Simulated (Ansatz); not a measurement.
Species: sum formula H2SiO3Cl, charge 0, multiplicity 2. It need not be the lowest isomer of its formula. 
Coordinates optimised at B3LYP-D3(BJ)/def2-TZVP (Ansatz, a first-principles code):
```
Si
O 1 1.6189
H 2 0.9608 1 118.11
O 1 1.6189 2 104.14 3 175.90
H 4 0.9608 1 118.11 2 -175.90
O 1 1.6497 2 115.33 3 48.50
Cl 1 2.0600 2 113.21 3 -60.72
```
Charge 0, spin multiplicity 2.

Atomisation energy built up term by term with Ansatz (kcal/mol; UHF references for open shells; valence terms freeze the core; atomic spin-orbit terms are left out). CBS(X,Y): correlation extrapolated as X^-3; Hartree-Fock from the larger set (for Q and 5 zeta extrapolated as (X+1)exp(-9√X)).

```
term                                            basis  kcal/mol
-----------------------  ----------------------------  --------
Hartree-Fock             CBS(cc-pV(Q+d)Z,cc-pV(5+d)Z)    448.02
CCSD correlation         CBS(cc-pV(Q+d)Z,cc-pV(5+d)Z)    185.58
(T)                      CBS(cc-pV(Q+d)Z,cc-pV(5+d)Z)     14.39
core correlation                            cc-pwCVTZ      1.10
scalar relativity (X2C)    cc-pVTZ-DK against cc-pVTZ     -1.83
sum: De                                                   647.3
```

(T) makes 2.2 % of the CCSD(T) atomisation energy; under 5 % is typical of single-reference molecules.
